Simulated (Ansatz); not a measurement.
The cluster Sn₂O₄⁺, relaxed as a doublet with UKS PBE-D4/def2-SVP in Ansatz, starting from the GFN2-xTB geometry. Force threshold 0.02 eV/Å.

In the def2 sets Sn takes a core potential; there is no spin–orbit coupling. The structure holds one bond between oxygen atoms, so isomers without such links may lie far lower. Another isomer (doublet) lies 3.10 eV lower at PBE0-D4/def2-TZVP; other spin states weren't run for this one.

Start:

```csv
atom,x (Å),y (Å),z (Å)
Sn1,0.221,2.478,0.394
Sn2,0.178,-2.515,-0.248
O3,1.399,-0.475,-0.173
O4,-1.565,2.774,0.097
O5,-1.557,-2.650,-0.827
O6,1.324,0.388,0.756
```

Task: Estimate the energy that the relaxation releases and the steps that it takes.

Result: 107.6 kJ/mol, in 21 steps; 16 s on 4 threads of INTEL XEON PLATINUM 8581C on a shared host. The force fell under the threshold at step 20, but the optimiser went on. No frequencies were taken in this run, so the end may be a saddle point.

Task: Does the start keep its bonding?

Result: By distances, no bond broke or formed. The bond that changes most is Sn1–O4, from 1.83 to 2.02 Å (atoms count from 1). A close non-bonded pair moves further: O4–O6, from 3.80 to 1.70 Å.

Task: Predict the relaxed structure.

Result: 
Cartesian coordinates in Å:
```
Sn 0.106 2.554 -0.116
Sn 0.226 -2.318 -0.365
O 1.288 -0.302 -0.001
O -0.888 0.840 0.296
O -1.391 -1.207 -0.696
O 0.658 0.434 0.882
```
Bond lengths (bridged metal pairs left out): 4 × O–Sn 1.99 to 2.41 Å; 1 × O–O 1.31 Å.
